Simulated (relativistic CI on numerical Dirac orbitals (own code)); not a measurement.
Calculated at this level of theory: Dirac-Coulomb-Breit CI, separate exchange-only KLI orbitals for each configuration, model QED (radiative potential, 1s self-energy scaled to tabulated hydrogen-like ionisation energies), unscaled Slater integrals (own radial code, finite nucleus).

Configuration list (outside the closed core 1s2): 2s2 2p3, 2s 2p4, 2p5, 2p4 3s, 2p4 3p, 2s2 2p2 3s, 2p4 3d, 2s2 2p2 3p, 2s2 2p2 3d, 2s 2p3 3s, 2s 2p3 3p, 2s 2p3 3d, 2s2 2p2 4s, 2s2 2p2 4p, 2s2 2p2 4d, 2s2 2p2 4f, 2s2 2p 3s2, 2s 2p3 4s, 2s2 2p 3s 3p, 2s 2p3 4p, 2s 2p3 4d, 2s 2p3 4f, 2s2 2p2 5s, 2s2 2p 3s 3d, 2s2 2p 3p2, 2s2 2p2 5p, 2s2 2p2 5d, 2s2 2p2 5f, 2s2 2p2 5g, 2s2 2p 3p 3d, 2s 2p2 3s2, 2s2 2p 3d2, 2s 2p2 3s 3p, 2s 2p2 3s 3d, 2s 2p2 3p2, 2s 2p2 3p 3d. Levels of other configurations are missing.

At this charge energies of transitions that change n are usually good to better than 1 %, and those within a shell (Δn = 0) to a few per cent.

Outline of the computed level scheme of Hf LXVI. Lowest level of each configuration: 2s2 2p3 2P°_3/2 at 0.0 eV; 2s 2p4 4P_5/2 at 1554.3 eV; 2p5 2P°_3/2 at 3282.8 eV; 2s2 2p2 3s 4P_1/2 at 8329.6 eV; 2s2 2p2 3p 2P°_1/2 at 8430.3 eV; 2s2 2p2 3d 2D_3/2 at 8894.2 eV; 2s 2p3 3s 4P°_5/2 at 9856.5 eV; 2s 2p3 3p 4P_3/2 at 9967.5 eV.

Some strong electric-dipole decays among the lowest 45 levels: 2s2 2p2 3d 2D_5/2 → 2s2 2p3 2P°_3/2 (1.3e+15 s⁻¹); 2s 2p3 3p 2P_1/2 → 2s2 2p3 2P°_3/2 (5.3e+14 s⁻¹); 2s 2p3 3p 2D_5/2 → 2s2 2p3 2P°_3/2 (4.9e+14 s⁻¹); 2s 2p3 3p 2D_3/2 → 2s2 2p3 2P°_3/2 (3.7e+14 s⁻¹); 2s2 2p2 3d 2D_3/2 → 2s2 2p3 2P°_3/2 (2.3e+14 s⁻¹); 2s2 2p2 3s 4P_1/2 → 2s2 2p3 2P°_3/2 (2.0e+14 s⁻¹); 2s2 2p2 3d 4F_3/2 → 2s2 2p3 2P°_3/2 (1.9e+14 s⁻¹); 2s 2p3 3p 4P_3/2 → 2s2 2p3 2P°_3/2 (1.9e+14 s⁻¹).

LS names give the leading component of a level, which can be under half, so a name can repeat, a term be missing and a line seem to break the LS rules.
